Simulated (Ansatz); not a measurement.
Relaxation of CH5BrGe (8 atoms, charge 0, multiplicity 1), to a largest force component of 0.03 eV/Å in at most 50 steps.

Level of theory: Ansatz, RKS PBE-D4/def2-SVP.

```xyz
8
Properties=species:S:1:pos:R:3
Ge -0.442 -0.605 -0.528
Br 1.675 -1.201 -1.447
C 0.173 0.771 0.733
H 1.250 0.735 0.562
H -1.332 -0.108 -1.699
H -1.045 -1.887 0.108
H -0.059 0.519 1.785
H -0.220 1.776 0.487
```

Question: Where does it end, and by what steps?

Answer: The run converged. The force dipped under the threshold on the way, but the program's further checks kept it going. After 21 steps the energy has fallen by 0.143 eV; H4 moved furthest, 0.80 Å.

```
step  energy less start (eV)  largest force component (eV/Å)  accepted
   0                  0.0000                           0.615       yes
   1                 -0.0838                           0.177       yes
   2                 -0.0977                           0.266       yes
   3                 -0.0993                           0.081       yes
   4                 -0.0996                           0.013       yes
   5                 -0.0996                           0.020       yes
   6                 -0.1001                           0.026       yes
   7                 -0.1008                           0.046       yes
   8                 -0.1021                           0.084       yes
   9                 -0.1041                           0.110       yes
  10                 -0.0995                           0.566        no
  11                 -0.1101                           0.055       yes
  12                 -0.1165                           0.199       yes
  13                 -0.1162                           0.473        no
  14                 -0.1237                           0.112       yes
  15                 -0.1298                           0.083       yes
  16                 -0.1350                           0.175       yes
  17                 -0.1298                           0.320        no
  18                 -0.1400                           0.040       yes
  19                 -0.1403                           0.153       yes
  20                 -0.1424                           0.042       yes
  21                 -0.1427                           0.003       yes
```

```xyz
8
Properties=species:S:1:pos:R:3
Ge -0.335 -0.644 -0.513
Br 1.458 -1.009 -1.973
C 0.183 0.769 0.739
H 1.090 0.465 1.295
H -1.546 -0.239 -1.393
H -0.605 -1.995 0.201
H -0.641 0.951 1.459
H 0.395 1.703 0.186
```

Whether the end is a true minimum wasn't checked by a vibrational analysis.

The run took 38 s on 2 threads of Arm Neoverse V1 (shared host), peak memory 0.15 GiB.
